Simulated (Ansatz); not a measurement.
Nudged elastic band run: Cl$_{2}$H$_{4}$O$_{3}$W

Input file:

```yaml
crystal:
  periodic: [false, false, false]
  atoms:
    - { symbol: W, position_ang: [-0.201109, 0.183712, -0.091077] }
    - { symbol: H, position_ang: [0.482503, 0.42059, 1.424306] }
    - { symbol: Cl, position_ang: [2.250942, 0.211154, -0.140025] }
    - { symbol: O, position_ang: [-0.391097, 2.012749, 0.047916] }
    - { symbol: H, position_ang: [-0.262905, 2.695957, 0.714765] }
    - { symbol: O, position_ang: [-2.052, -0.063267, 0.108302] }
    - { symbol: H, position_ang: [-2.533195, -0.885244, 0.262316] }
    - { symbol: Cl, position_ang: [-0.069556, -2.006079, 0.679432] }
    - { symbol: O, position_ang: [0.226107, -0.026072, -1.896121] }
    - { symbol: H, position_ang: [1.16801, -0.050302, -2.151914] }
basis:
  gaussian: { orbitals: def2-SVP }
hamiltonian:
  xc: pbe0
  dispersion: d4
neb:
  order_check: false
  images: 5
  f_tol: 0.03
  max_iterations: 60
  final_atoms:
    - { symbol: W, position_ang: [-0.73368299, -0.34237188, -0.34304682] }
    - { symbol: H, position_ang: [1.53308317, 1.25373148, 0.70461798] }
    - { symbol: Cl, position_ang: [2.74826522, 0.94603873, 0.29742216] }
    - { symbol: O, position_ang: [-0.23426147, 1.2602162, 0.60657447] }
    - { symbol: H, position_ang: [-0.55542011, 2.0742834, 0.17173506] }
    - { symbol: O, position_ang: [-2.57429333, -0.12732247, -0.08320633] }
    - { symbol: H, position_ang: [-2.81707969, -0.10284404, 0.86568715] }
    - { symbol: Cl, position_ang: [-0.43821595, -2.55888981, 0.04538164] }
    - { symbol: O, position_ang: [0.37722663, -0.01166253, -1.79989218] }
    - { symbol: H, position_ang: [1.31207854, 0.10201891, -1.50737313] }
  initial_path:
    images:
      - { positions_ang: [[-0.201109, 0.183712, -0.091077], [0.482503, 0.42059, 1.424306], [2.250942, 0.211154, -0.140025], [-0.391097, 2.012749, 0.047916], [-0.262905, 2.695957, 0.714765], [-2.052, -0.063267, 0.108302], [-2.533195, -0.885244, 0.262316], [-0.069556, -2.006079, 0.679432], [0.226107, -0.026072, -1.896121], [1.16801, -0.050302, -2.151914]] }
      - { positions_ang: [[-0.13117694, 0.12441842, -0.06008929], [0.5240337, 0.29308649, 1.55817373], [2.28011561, 0.17341646, 0.28318426], [-0.28163345, 1.98999492, 0.02895511], [-0.41070252, 2.54867855, 0.23547594], [-2.01132829, -0.06404523, 0.07052055], [-2.44405285, -0.65652097, 0.4875905], [-0.01415698, -2.1315568, 0.45804011], [0.15607482, -0.01896772, -1.91010438], [0.95052691, 0.23469388, -2.19384654]] }
      - { positions_ang: [[-0.06124488, 0.06512483, -0.02910158], [0.5655644, 0.16558298, 1.69204145], [2.30928922, 0.13567892, 0.70639352], [-0.17216991, 1.96724084, 0.00999422], [-0.55850004, 2.4014001, -0.24381311], [-1.97065659, -0.06482346, 0.03273911], [-2.3549107, -0.42779795, 0.71286501], [0.04124205, -2.2570346, 0.23664822], [0.08604263, -0.01186343, -1.92408776], [0.73304382, 0.51968977, -2.23577907]] }
      - { positions_ang: [[0.00868717, 0.00583125, 0.00188613], [0.6070951, 0.03807948, 1.82590918], [2.33846283, 0.09794137, 1.12960278], [-0.06270636, 1.94448676, -0.00896667], [-0.70629756, 2.25412164, -0.72310217], [-1.92998488, -0.06560169, -0.00504234], [-2.26576855, -0.19907492, 0.93813951], [0.09664107, -2.38251239, 0.01525632], [0.01601045, -0.00475915, -1.93807114], [0.51556073, 0.80468565, -2.27771161]] }
      - { positions_ang: [[-0.23876955, -0.11023646, -0.11309152], [0.91575779, 0.44329681, 1.45214545], [2.47506363, 0.38064049, 0.85220924], [-0.1198914, 1.71639657, 0.19621371], [-0.65600508, 2.19417556, -0.42482309], [-2.14475437, -0.08617528, -0.031097], [-2.44953893, -0.16699796, 0.91398873], [-0.0816446, -2.44130487, 0.02529809], [0.13641584, -0.00706027, -1.89201149], [0.78106667, 0.57046341, -2.02093212]] }
      - { positions_ang: [[-0.48622627, -0.22630417, -0.22806917], [1.22442048, 0.84851415, 1.07838171], [2.61166442, 0.66333961, 0.5748157], [-0.17707644, 1.48830639, 0.40139409], [-0.6057126, 2.13422948, -0.12654402], [-2.35952385, -0.10674887, -0.05715166], [-2.63330931, -0.134921, 0.88983794], [-0.25993028, -2.50009734, 0.03533987], [0.25682123, -0.0093614, -1.84595183], [1.0465726, 0.33624116, -1.76415262]] }
      - { positions_ang: [[-0.73368299, -0.34237188, -0.34304682], [1.53308317, 1.25373148, 0.70461798], [2.74826522, 0.94603873, 0.29742216], [-0.23426147, 1.2602162, 0.60657447], [-0.55542011, 2.0742834, 0.17173506], [-2.57429333, -0.12732247, -0.08320633], [-2.81707969, -0.10284404, 0.86568715], [-0.43821595, -2.55888981, 0.04538164], [0.37722663, -0.01166253, -1.79989218], [1.31207854, 0.10201891, -1.50737313]] }
```

Run as:

```bash
$ ansatz run input.yaml --threads 4 --pin off --max-ram 5120MiB --backend cpu --events-out ev --progress --plain --runs-dir out
```

Output, in part (warnings, iteration lines, the closing report on the highest movable image, with atoms numbered from 0):

```
NEB end point (image 0): max|allowed force component| = 2.603e-2 eV/Å (the criterion of neb.relax_end_points is 1.000e-2)
NEB end point (image 6): max|allowed force component| = 1.686e-2 eV/Å (the criterion of neb.relax_end_points is 1.000e-2)
NEB iter   1: max|band force component| = 7.281e1 eV/Å  barrier→ = 10.1410 eV  barrier← = 8.8947 eV  Δτ_max = 0.2000 Å  (363 SCF iters)
NEB iter   2: max|band force component| = 3.951e0 eV/Å  barrier→ = 1.9724 eV  barrier← = 0.7261 eV  Δτ_max = 0.2000 Å  (225 SCF iters)
NEB iter   3: max|band force component| = 2.330e0 eV/Å  barrier→ = 1.4971 eV  barrier← = 0.2508 eV  Δτ_max = 0.1987 Å  (215 SCF iters)
NEB iter   4: max|band force component| = 1.192e0 eV/Å  barrier→ = 1.4208 eV  barrier← = 0.1745 eV  Δτ_max = 0.1981 Å  (208 SCF iters)
NEB iter   5: max|band force component| = 1.241e0 eV/Å  barrier→ = 1.3642 eV  barrier← = 0.1179 eV  Δτ_max = 0.2000 Å  (191 SCF iters)
NEB iter   6: max|band force component| = 1.162e0 eV/Å  barrier→ = 1.3625 eV  barrier← = 0.1162 eV  Δτ_max = 0.2000 Å  (197 SCF iters)
NEB iter   7: max|band force component| = 9.874e-1 eV/Å  barrier→ = 1.4042 eV  barrier← = 0.1579 eV  Δτ_max = 0.2000 Å  (203 SCF iters)
NEB iter   8: max|band force component| = 1.062e0 eV/Å  barrier→ = 1.5025 eV  barrier← = 0.2562 eV  Δτ_max = 0.1011 Å  (212 SCF iters)
NEB iter   9: max|band force component| = 5.740e-1 eV/Å  barrier→ = 1.4547 eV  barrier← = 0.2084 eV  Δτ_max = 0.2000 Å  (195 SCF iters)
NEB iter  10: max|band force component| = 2.959e0 eV/Å  barrier→ = 1.5726 eV  barrier← = 0.3263 eV  Δτ_max = 0.1004 Å  (204 SCF iters)
NEB iter  11: max|band force component| = 5.746e-1 eV/Å  barrier→ = 1.4245 eV  barrier← = 0.1782 eV  Δτ_max = 0.1474 Å  (192 SCF iters)
NEB iter  12: max|band force component| = 4.785e-1 eV/Å  barrier→ = 1.4079 eV  barrier← = 0.1616 eV  CI = image 4  Δτ_max = 0.1823 Å  (192 SCF iters)
NEB iter  13: max|band force component| = 4.030e-1 eV/Å  barrier→ = 1.4041 eV  barrier← = 0.1578 eV  CI = image 4  Δτ_max = 0.1831 Å  (196 SCF iters)
NEB iter  14: max|band force component| = 4.402e-1 eV/Å  barrier→ = 1.3988 eV  barrier← = 0.1526 eV  CI = image 4  Δτ_max = 0.0894 Å  (193 SCF iters)
NEB iter  15: max|band force component| = 2.062e-1 eV/Å  barrier→ = 1.3887 eV  barrier← = 0.1424 eV  CI = image 4  Δτ_max = 0.0565 Å  (191 SCF iters)
NEB iter  16: max|band force component| = 1.015e-1 eV/Å  barrier→ = 1.3889 eV  barrier← = 0.1426 eV  CI = image 4  Δτ_max = 0.0883 Å  (198 SCF iters)
NEB iter  17: max|band force component| = 2.409e-1 eV/Å  barrier→ = 1.3913 eV  barrier← = 0.1450 eV  CI = image 4  Δτ_max = 0.0443 Å  (194 SCF iters)
NEB iter  18: max|band force component| = 1.726e-1 eV/Å  barrier→ = 1.3907 eV  barrier← = 0.1444 eV  CI = image 4  Δτ_max = 0.0446 Å  (193 SCF iters)
NEB iter  19: max|band force component| = 1.175e-1 eV/Å  barrier→ = 1.3898 eV  barrier← = 0.1435 eV  CI = image 4  Δτ_max = 0.0297 Å  (190 SCF iters)
NEB iter  20: max|band force component| = 5.741e-2 eV/Å  barrier→ = 1.3899 eV  barrier← = 0.1436 eV  CI = image 4  Δτ_max = 0.0198 Å  (188 SCF iters)
NEB iter  21: max|band force component| = 4.267e-2 eV/Å  barrier→ = 1.3898 eV  barrier← = 0.1435 eV  CI = image 4  Δτ_max = 0.0128 Å  (184 SCF iters)
NEB iter  22: max|band force component| = 2.810e-2 eV/Å  barrier→ = 1.3898 eV  barrier← = 0.1435 eV  CI = image 4  Δτ_max = 0.0000 Å  (370 SCF iters)
Total energy: -33052.95499960 eV, -1214.6736921377 hartree
Atom 0 at    -0.525299    -0.047632    -0.255139 Å, force    -0.004430     0.003349     0.004789 eV/Å
Atom 1 at     1.296456     0.182431     0.945513 Å, force    -0.017429    -0.004212     0.006071 eV/Å
Atom 2 at     2.573500     0.357278     0.499778 Å, force     0.022804     0.003359    -0.007072 eV/Å
Atom 3 at    -0.411318     1.723787     0.393650 Å, force     0.001001    -0.000635     0.002003 eV/Å
Atom 4 at    -0.880743     2.359220    -0.179231 Å, force    -0.001666     0.000407    -0.002074 eV/Å
Atom 5 at    -2.378925    -0.183931    -0.037282 Å, force    -0.000438    -0.003745    -0.004054 eV/Å
Atom 6 at    -2.671480    -0.147226     0.894867 Å, force     0.000078     0.001822     0.001868 eV/Å
Atom 7 at    -0.014784    -2.177296     0.406479 Å, force    -0.001582     0.000146    -0.000954 eV/Å
Atom 8 at     0.335865     0.129557    -1.908485 Å, force     0.003967    -0.001655    -0.000716 eV/Å
Atom 9 at     1.294425     0.297009    -1.802249 Å, force    -0.002306     0.001164     0.000139 eV/Å
Dipole moment:    -0.367998     0.373765     0.084104 e Å
```

The run converged. A vibrational analysis at the climbing image gives one clearly imaginary mode, 77i cm⁻¹: a first-order saddle point. The orbitals stay closed-shell, which can raise the energy where a bond breaks towards radicals; this wasn't checked here.

Final band (atoms are numbered from 1 in the order of the input):

| image | path coordinate (Å) | energy (kJ/mol) | W1–H2 (Å) | W1–Cl3 (Å) | H2–Cl3 (Å) |
| --- | --- | --- | --- | --- | --- |
| 0 | 0.00 | 0.0 | 1.68 | 2.45 | 2.37 |
| 1 | 0.91 | 10.3 | 1.68 | 2.44 | 2.33 |
| 2 | 1.82 | 19.9 | 1.67 | 2.45 | 2.24 |
| 3 | 2.73 | 54.8 | 1.67 | 2.60 | 1.95 |
| 4 | 3.65 | 134.1 | 2.19 | 3.22 | 1.36 |
| 5 | 4.60 | 129.2 | 2.80 | 3.55 | 1.30 |
| 6 | 5.55 | 120.2 | 2.96 | 3.77 | 1.32 |

The run took 6 min on 4 threads of Arm Neoverse V1 (shared host), peak memory 0.37 GiB.
